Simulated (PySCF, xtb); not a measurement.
MgCl, SMILES [Mg+][Cl], charge +1.

GFN2-xTB (xtb) at its own geometry gives an orbital gap of 2.03 eV.

Coordinates come from a PBE0-D3(BJ)/def2-TZVPD optimisation. The spin state was assumed, not searched.

What does HF/def2-TZVPD (PySCF) give? (Estimate from the structure and the level; the computed values follow.)

gap 9.72 eV (levels -16.94 and -7.22 eV).
